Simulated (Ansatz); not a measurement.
`CB(N)CCl` + HBr → `CB(N)Br` + `CCl`  (ligand exchange at a B–C bond)

Gas-phase electronic energies from Ansatz, PBE0-D4/def2-TZVP geometries. CCSD(T)/CBS is the MP2 limit (def2-TZVPP, def2-QZVPP) plus CCSD(T) − MP2 in def2-TZVPP, frozen cores. This one scheme is used for every species. DFT in def2-TZVPP. B3LYP here is the variant with VWN-RPA as its local correlation; programs differ in this. For Br outer-core shells are correlated without core-valence functions, which leaves a few kJ/mol of doubt a bond. Scalar relativity is left out up to krypton. Each species was taken in one conformer, which may not be the lowest.

| level | ΔE (kJ/mol) | difference from CCSD(T)/CBS |
| --- | --- | --- |
| r2SCAN-D4 | -86.6 | -1.1 |
| B3LYP-D4 | -82.6 | 2.9 |
| ωB97M-V | -83.6 | 1.9 |
| B2PLYP | -87.1 | -1.6 |
| r2SCAN | -87.7 | -2.2 |
| B3LYP | -86.1 | -0.6 |
| SCS-MP2/def2-TZVPP | -88.1 | -2.6 |
| CCSD(T)/def2-TZVPP | -83.1 | 2.4 |
| MP2/CBS(def2) | -91.8 | -6.3 |
| CCSD/CBS(def2) | -86.2 | -0.7 |
| CCSD(T)/CBS | -85.5 | 0 |

Largest T1 diagnostic among the species: 0.011.

The D4 term adds +3.5 kJ/mol with B3LYP and +2.3 kJ/mol with PBE0; it sums over pairs of atoms, weighted by their polarisabilities, and B3LYP, whose exchange is more repulsive, gets the larger term. In def2-TZVPP, CCSD(T) changes the Hartree–Fock value by +11.2 kJ/mol (the triples alone add +0.7 kJ/mol) and MP2 by +4.9 kJ/mol.
